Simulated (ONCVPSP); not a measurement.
**u(r) = r·R(r): atom against pseudo-atom (lanthanum (La))**

Columns: radius, all-electron u(r) and pseudo u(r) of the 5d shell (level -3.09 eV) of lanthanum in the configuration [Kr] 4d10 5s2 5p6 5d1 6s2; PBE, scalar-relativistic, ONCV scheme, ONCVPSP 4.0.1.

```
r (bohr)  all-electron  pseudo
   0.202        0.1574  0.0028
   0.405       -0.1633  0.0212
   0.607       -0.2731  0.0655
   0.810       -0.1420  0.1383
   1.012        0.0647  0.2326
   1.215        0.2594  0.3368
   1.418        0.4112  0.4361
   1.620        0.5155  0.5180
   1.822        0.5790  0.5760
   2.025        0.6105  0.6088
   2.228        0.6184  0.6188
   2.430        0.6104  0.6116
   2.632        0.5919  0.5929
   2.835        0.5670  0.5675
   3.037        0.5387  0.5389
   3.240        0.5087  0.5087
   3.442        0.4784  0.4784
   3.645        0.4482  0.4481
   3.847        0.4187  0.4187
   4.050        0.3899  0.3899
   4.252        0.3623  0.3623
   4.455        0.3358  0.3358
   4.658        0.3104  0.3104
   4.860        0.2865  0.2864
   5.062        0.2638  0.2638
   5.265        0.2424  0.2424
```

Question: How many radial nodes do the two functions have?

Answer: The all-electron 5d function has n − l − 1 = 2; the pseudo-wave has 0, since the states of the same l below it are removed with the core.

Question: At about which radius was the pseudo-wave matched?

Answer: 3.80 bohr. The columns agree to 0.0005 from 3.04 bohr on; several derivatives are matched, so the curves merge somewhat inside the radius.

Question: Where does each function peak?

Answer: Outermost all-electron maximum near 2.23 bohr, pseudo maximum near 2.23 bohr (to the table’s step).

Question: Is the pseudo-wave norm-conserving?

Answer: Yes: the ONCV scheme keeps the norm inside the radius equal to the all-electron one, which fixes the energy derivative of the logarithmic derivative at the level.
